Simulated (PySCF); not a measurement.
# ²⁹Si chemical shifts

PySCF 2.14 calculation with shielding tensors at PBE0/pcSseg-1 (GIAO) and GFN2-xTB structure; rapidly exchanging positions averaged, single conformer, no solvent, relativity neglected.

Shieldings were converted by a linear fit to measured shifts: ²⁹Si: δ = 279.94 − 0.822σ (rms 8.9 ppm, 72 shifts, 25.8 ppm with the 6 outliers that the fit left out vs TMS, solution or neat liquid). A few per cent of atoms miss by over 2 rms, more outside the fitted compound classes.

Q: Give the ²⁹Si shifts of `C/C=C/C[SiH2]OC[SiH3]`, `CCOC1C[SiH2][SiH2]C1`, `CC#C[C@@](C)([SiH3])[C@@H](F)[SiH3]`, `C#C[C@@H](C[SiH3])C[SiH2]C=C`, `CC#CC[C@H]1CC[SiH2][SiH2]1`, `CCC[Si]1(O[SiH3])CC1`, `C#C[Si@@H]([SiH2]C)[C@@H]1C[C@@H]1C`, `[SiH3]c1nccpc1C1CC1`.

A: 
| compound | environment | δ (ppm) |
| --- | --- | --- |
| [CH3:1]/[CH:2]=[CH:3]/[CH2:4][SiH2:5][O:6][CH2:7][SiH3:8] | Si5: silicon bonded to C, O, 2 H | -21.8 |
| [CH3:1]/[CH:2]=[CH:3]/[CH2:4][SiH2:5][O:6][CH2:7][SiH3:8] | Si8: silicon bonded to C, 3 H | -66.5 |
| CCOC1C[SiH2][SiH2]C1 | silicon bonded to C, Si, 2 H, in a 5-membered ring (×2) | -69.6 |
| [CH3:1][C:2]#[C:3][C@@:4]([CH3:5])([SiH3:6])[C@@H:7]([F:8])[SiH3:9] | Si6: silicon bonded to C, 3 H | -51.1 |
| [CH3:1][C:2]#[C:3][C@@:4]([CH3:5])([SiH3:6])[C@@H:7]([F:8])[SiH3:9] | Si9: silicon bonded to C, 3 H | -72.8 |
| [CH:1]#[C:2][C@@H:3]([CH2:4][SiH3:5])[CH2:6][SiH2:7][CH:8]=[CH2:9] | Si7: silicon bonded to 2 C, 2 H | -45.4 |
| [CH:1]#[C:2][C@@H:3]([CH2:4][SiH3:5])[CH2:6][SiH2:7][CH:8]=[CH2:9] | Si5: silicon bonded to C, 3 H | -67.9 |
| [CH3:1][C:2]#[C:3][CH2:4][C@H:5]1[CH2:6][CH2:7][SiH2:8][SiH2:9]1 | Si8: silicon bonded to C, Si, 2 H, in a 5-membered ring | -63.6 |
| [CH3:1][C:2]#[C:3][CH2:4][C@H:5]1[CH2:6][CH2:7][SiH2:8][SiH2:9]1 | Si9: silicon bonded to C, Si, 2 H, in a 5-membered ring | -66.5 |
| [CH3:1][CH2:2][CH2:3][Si:4]1([O:5][SiH3:6])[CH2:7][CH2:8]1 | Si6: silicon bonded to O, 3 H | -41.4 |
| [CH3:1][CH2:2][CH2:3][Si:4]1([O:5][SiH3:6])[CH2:7][CH2:8]1 | Si4: silicon bonded to 3 C, O, in a 3-membered ring | -56.2 |
| [CH:1]#[C:2][Si@@H:3]([SiH2:4][CH3:5])[C@@H:6]1[CH2:7][C@@H:8]1[CH3:9] | Si3: silicon bonded to 2 C, Si, H | -58.4 |
| [CH:1]#[C:2][Si@@H:3]([SiH2:4][CH3:5])[C@@H:6]1[CH2:7][C@@H:8]1[CH3:9] | Si4: silicon bonded to C, Si, 2 H | -76.9 |
| [SiH3]c1nccpc1C1CC1 | silicon bonded to C, 3 H | -63.3 |
